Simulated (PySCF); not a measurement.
Working out the excitation energy of P

P [Ne] 3s2 3p3 (4S) → P [Ne] 3s1 3p4 (4P). Calculation: PySCF 2.14, in aug-cc-pwCVDZ; no relativity, point nucleus. Frozen: nothing. Energies in hartree (1 hartree = 27.21139 eV):

```tsv
part	P (lower)	P (upper)
UHF	-340.710168	-340.417586
MP2 opposite-spin	-0.154136	-0.150860
MP2 same-spin	-0.065055	-0.062912
```

**Question.** What does Hartree-Fock give?

**Answer.** (-340.417586) − (-340.710168) = 0.292582 hartree = 7.962 eV.

**Question.** What do MP2 and SCS-MP2 (6/5 opposite-spin, 1/3 same-spin) give?

**Answer.** The opposite-spin parts differ by 0.089 eV and the same-spin parts by 0.058 eV. MP2: 7.962 + (0.089) + (0.058) = 8.109 eV. SCS-MP2: 7.962 + 1.2 × (0.089) + (0.058)/3 = 8.088 eV.

Measured between the centres of the two terms (NIST): 7.395 eV, so MP2 (all electrons) is off by 0.714 eV.

A double-zeta basis recovers only part of the correlation energy.

What remains against the reference includes basis incompleteness and correlation beyond second order.
